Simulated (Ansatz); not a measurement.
System: H₃P (cation, charge +1), doublet: umbrella (inversion) coordinate, bond length relaxed. Scanned: angle between the P-H bonds and the threefold axis (90 = planar). Other coordinates (P-H bond length) were minimised at PBE0/def2-TZVP.

CCSD(T)/def2-SVP = CCSD(T) on UHF/def2-SVP, frozen core (Ansatz, an electronic-structure program); MP2/def2-SVP = MP2 on UHF/def2-SVP, frozen core (Ansatz); CCSD/def2-SVP = CCSD on UHF/def2-SVP, frozen core (Ansatz).

Energies in kcal/mol, each method relative to its own lowest point.

| a / ° | CCSD(T)/def2-SVP | MP2/def2-SVP | CCSD/def2-SVP |
|---|---|---|---|
| 92.59 | 2.6 | 2.9 | 2.6 |
| 95.41 | 2.0 | 2.2 | 2.1 |
| 98.92 | 1.0 | 1.2 | 1.1 |
| 101.34 | 0.4 | ___ | 0.4 |
| 105.39 | 0.0 | 0.0 | 0.0 |
| 107.76 | 0.3 | 0.3 | 0.3 |
| 111.49 | 1.9 | 2.0 | 2.0 |
| 113.53 | 3.5 | 3.7 | 3.6 |
| 116.61 | 7.0 | 7.3 | 7.1 |
| 119.68 | 11.8 | 12.2 | 11.9 |
| 123.65 | 20.2 | 21.0 | 20.4 |
| 126.59 | 28.0 | 29.1 | 28.4 |
| 128.98 | 35.5 | 36.9 | 36.0 |
| 132 | 46.5 | 48.2 | 47.1 |

**Question.** Complete the blanks.

**Answer.** 
- 101.34, MP2/def2-SVP: 0.5

The scan ran from 90.0 to 132.0; beyond the range shown the relaxed coordinates jump or full CI changes its symmetry label.
